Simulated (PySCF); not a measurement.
Input and output

Ba(NH2)2 (singlet). PySCF 2.14.0, RKS TPSS, Ba x2c-SVPall, N x2c-SVPall, H x2c-SVPall; spin-free X2C-1e, Gaussian nucleus; density fitting; no spin-orbit coupling. Purpose: basis and core treatment x2c-SVP.

```python
mol = gto.M(atom='''
Ba     0.32630    -1.20244     0.02440
N     -0.17564     0.10908     1.99451
H     -0.48465     1.09398     1.99214
H     -0.15830    -0.13669     2.99681
N      0.02547     0.09781    -1.99414
H      0.14977    -0.14966    -2.98822
H     -0.26978     1.08648    -2.02549''',
    basis={'Ba': 'x2c-SVPall', 'N': 'x2c-SVPall', 'H': 'x2c-SVPall'},
    nucmod='G',
    charge=0, spin=0)
mf = dft.RKS(mol, xc='TPSS')
mf.grids.atom_grid = (99, 590)
mf = mf.density_fit()  # fitting sets: Ba AutoAux, N AutoAux, H AutoAux
mf = mf.sfx2c1e()
mf.conv_tol = 1e-08; mf.max_cycle = 55
mf.kernel(dm0)  # dm0: free metal ions and neutral atoms
mf.nuc_grad_method().kernel()
```

Run from Python with OMP_NUM_THREADS=2; the lines above give its settings. Where DIIS fails, smearing, a level shift and second-order steps follow.
It took 21 s on 2 threads of Arm Neoverse V1, on a shared host.

(1) Where do the frontier levels lie, over both spins?

(2) What are the Mulliken charges and spins?

(3) What forces act on the atoms (eV/Å)?

Answers

(1) HOMO -3.64 eV, LUMO -1.52 eV. 

(2) 
```
atom  charge (e)  spin (e)
 Ba1       0.834     0.000
  N2      -0.601     0.000
  H3       0.097     0.000
  H4       0.088     0.000
  N5      -0.601     0.000
  H6       0.088     0.000
  H7       0.097     0.000
```

(3) 
```
Ba  -0.06  0.20 -0.01
N    0.04 -0.14 -0.18
H    0.00  0.00  0.04
H   -0.01  0.04  0.01
N    0.04 -0.14  0.20
H   -0.01  0.04 -0.02
H    0.00  0.00 -0.04
```
Forces carry noise of the integration grid, about 0.01 to 0.03 eV/Å.
